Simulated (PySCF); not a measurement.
Ionisation energy of Rb²⁶⁺ by level of theory

Rb²⁶⁺ [Ne] 3s1 (2S) → Rb²⁷⁺ [Ne] (1S), as a difference of total energies. All numbers are calculated (PySCF 2.14, the spin-free X2C one-electron Hamiltonian (Gaussian nucleus), in an even-tempered Gaussian basis (18 s from 3.1 bohr⁻², ratio 2.5; 11 p from 4.1 bohr⁻², ratio 2.5; 5 d from 16 bohr⁻², ratio 2.7; 4 f from 23 bohr⁻², ratio 2.7)). Correlated levels: outer shells: 1s2 frozen; virtual orbitals above 40 to 60 times the deepest correlated orbital energy dropped. The calculations carry no spin-orbit coupling.

```tsv
method	ionisation energy (eV)	difference from reference (eV)
UHF	1293.8	-0.8
LDA	1296.1	+1.5
PBE	1297.6	+3.0
PBE0	1296.8	+2.2
r2SCAN	1293.6	-1.0
MN15	1293.7	-0.9
PW91	1297.9	+3.3
MP2 (outer shells)	1294.5	-0.1
SCS-MP2 (outer shells)	1294.4	-0.2
```

Reference: 1294.6 eV (semi-empirical (NIST evaluation); NIST Atomic Spectra Database, ionization energies).

Breit and QED terms and the two-electron picture change are absent.
